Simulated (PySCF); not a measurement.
Problem. What does the GFN2-xTB structure of `CC(C)(C#CC#N)C(=O)[O-]` look like in three dimensions? (Charge -1.)

Solution. 
```
atom  x, y, z in Å
C1    -0.927    1.255   -0.706
C2    -0.390    0.022    0.018
C3    -0.940   -0.102    1.437
C4     1.021   -0.020   -0.005
C5     2.233   -0.136   -0.085
C6     3.577   -0.190   -0.130
N7     4.736   -0.211   -0.154
C8    -0.867   -1.358   -0.859
O9    -1.012   -2.342   -0.156
O10   -0.999   -1.143   -2.050
H11   -2.016    1.245   -0.685
H12   -0.608    1.234   -1.745
H13   -0.572    2.175   -0.236
H14   -0.638   -1.057    1.862
H15   -2.028   -0.071    1.410
H16   -0.578    0.708    2.074
```

Any rigid rotation of these coordinates is as good. Atoms count from 1 in this order. The 6 C–C bonds span 1.220 Å (C4≡C5, drawn triple) to 1.703 Å (C2–C8, drawn single), a spread of 0.483 Å. C8 (carboxylate carbon) is planar (angles 134.0°, 113.0° and 113.0°, sum 360.0°, 0.00 Å off the plane of its three neighbours). Of the pairs four or more bonds apart, O9···H14 is among the closest relative to their van der Waals radii: 2.42 Å, 89 % of the sum of Bondi's values.

Bonds between heavy atoms (Å): C1–C2 1.527, C2–C3 1.527, C2–C4 1.411, C4≡C5 1.220, C5–C6 1.346, C6≡N7 1.159, C2–C8 1.703, C8=O9 1.218, C8–O10 1.218.

The geometry is computed with GFN2-xTB (gas phase).

Point group: Cs (every atom within 0.08 Å of its image). Not checked by GFN2-xTB frequencies. Torsions: C1–C2–C8–O9 -151°.

One conformer stands for the species.
